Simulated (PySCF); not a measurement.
Spectroscopy problems

[PySCF 2.14.0 with density-fitted response routines: couplings computed with B3LYP/pcJ-1 (spin–dipole term left out of most H,H and C,H couplings); shieldings: GIAO PBE0/pcSseg-1; PBE0-D3(BJ)/def2-SVP structure; non-relativistic Hamiltonian; no solvent model; fast rotation and ring inversion assumed for equivalent nuclei; one computed conformer]

Chemical shifts δ = σref − σ; 1H (σref 31.27), 13C (σref 184.41) vs TMS, all at this level. Multiplet labels drop J under 1 Hz and among equivalent protons, and merge close values. Unscaled 3J(H,H) run several per cent high. Vicinal couplings that depend on rotamer populations or ring flexing (ring, CH–CH, X–H and H–F types) are those of the one conformer. Shifts are as computed. Against solution values, carbons near 30 ppm lie about +2 ppm off and those near 130 ppm about +5 ppm. Of 1211 compounds with measured shifts, 218 miss one by over three times the rms of a fit or turn the order of signals round; such compounds aren't used in these exercises.

(1) C$_{6}$H$_{10}$O$_{2}$. 1H NMR (500 MHz, computed): δ 6.51 (quint, J = 1.9 Hz, 1H), 5.93 (quint, J = 2.3 Hz, 1H), 3.91 (q, J = 8.2 Hz, 2H), 1.94 (t, J = 2.0 Hz, 3H), 1.35 (t, J = 8.2 Hz, 3H). 13C{1H} NMR (computed): δ 169.9, 145.0, 133.2, 61.2, 21.4, 15.3. What is it?

(2) C$_{6}$H$_{10}$O$_{2}$. 1H NMR (600 MHz, computed): δ 6.16 (ddd, J = 18.4, 11.4, 10.7 Hz, 1H), 5.49 (dd, J = 18.4, 1.9 Hz, 1H), 5.37 (dd, J = 11.4, 1.9 Hz, 1H), 4.99 (dq, J = 10.7, 7.0 Hz, 1H), 1.98 (s, 3H), 1.23 (d, J = 7.0 Hz, 3H). 13C{1H} NMR (computed): δ 173.5 (C), 148.0 (CH), 124.3 (CH2), 74.2 (CH), 22.5 (CH3), 22.1 (CH3). Identify the compound.

Answers

(1) SMILES CC(=C)C(=O)OCC. The formula gives 2 degrees of unsaturation (no ring in the answer). 6 carbon signals for 6 carbons: no two carbons are equivalent. Carbon types of the structure: 2 × C, 2 × CH2, 2 × CH3, which accounts for all hydrogens. δC 169.9: ester carbonyl carbon; it is a carbonyl in resonance with an O or N lone pair, the region of acids, esters and amides. δC 145.0: α carbon of a C=C–C=O unit; the olefinic region. δC 133.2: β carbon of a C=C–C=O unit; conjugation with the carbonyl draws π density from the β position. δC 61.2: sp3 CH2 bonded to O; deshielded by the electronegative neighbour. The protons at 3.91 and 1.35 share a coupling of 8.2 Hz (vicinal).

This is the structure that produced the data.

(2) 1-methylallyl acetate (C=C[C@@H](C)OC(C)=O). The formula gives 2 degrees of unsaturation (no ring in the answer). 6 carbon signals for 6 carbons: no two carbons are equivalent. Carbon types of the structure: 1 × C, 2 × CH, 1 × CH2, 2 × CH3, which accounts for all hydrogens. δC 173.5: ester carbonyl carbon; it is a carbonyl in resonance with an O or N lone pair, the region of acids, esters and amides. δC 148.0: alkene CH; the olefinic region. δC 124.3: terminal =CH2 carbon; the olefinic region. δC 74.2: allylic sp3 CH bonded to O; pulled downfield by the heteroatom. The protons at 5.49 and 6.16 share a coupling of 18.4 Hz (vicinal, trans across C=C). The protons at 5.37 and 6.16 share a coupling of 11.4 Hz (vicinal, cis across C=C). The protons at 4.99 and 1.23 share a coupling of 7.0 Hz (vicinal).

This is the structure that produced the data.
